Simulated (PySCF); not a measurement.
How the method changes the constants of RbTl⁺

State: ²Σ⁺ (doublet), unpaired electrons σ ↑. Set-up: PySCF, scalar-relativistic core potentials, basis sets Rb def2-SVPD with ECP28, Tl def2-SVPD with ECP60. De refers to Rb⁺ + Tl in their high-spin ground configurations, without counterpoise correction. The functionals are run spin-unrestricted. A positive dipole points towards Tl; it is taken about the centre of mass and depends on that origin.

| Level | Re (Å) | ωe (cm⁻¹) | De (eV) | μ (D) |
| --- | --- | --- | --- | --- |
| UHF | 4.461 | 39.1 | n/a | -11.24 |
| UHF-MP2 | 4.314 | 41.7 | n/a | n/a |
| UHF-SCS-MP2 | 4.343 | 41.2 | n/a | n/a |
| UHF-CCSD | 4.311 | 42.1 | n/a | n/a |
| UHF-CCSD(T) | 4.304 | 42.2 | n/a | n/a |
| LDA | 4.137 | 43.6 | n/a | -8.74 |
| PBE | 4.315 | 38.4 | n/a | -9.07 |
| r²SCAN | 4.290 | 41.6 | n/a | -10.11 |
| r²SCANh | 4.271 | 42.4 | n/a | -10.15 |
| PBE0 | 4.266 | 41.2 | n/a | -9.66 |
| r²SCAN0 | 4.245 | 43.5 | n/a | -10.21 |
| LC-ωPBE | 4.179 | 44.6 | n/a | -10.52 |

The bond length runs from 4.137 Å (LDA) to 4.461 Å (UHF).

Correlated steps freeze 4 core orbitals. Spin–orbit coupling is left out, which matters for elements this heavy, above all for dissociation energies. The state is the lowest determinant that a PBE0 search found; another state may lie lower at other levels.

The whole job (state search and all levels along the bond) took about 3.7 min on 1 thread of Oxide Virtual Turin-like (shared host), peak memory 0.89 GiB.
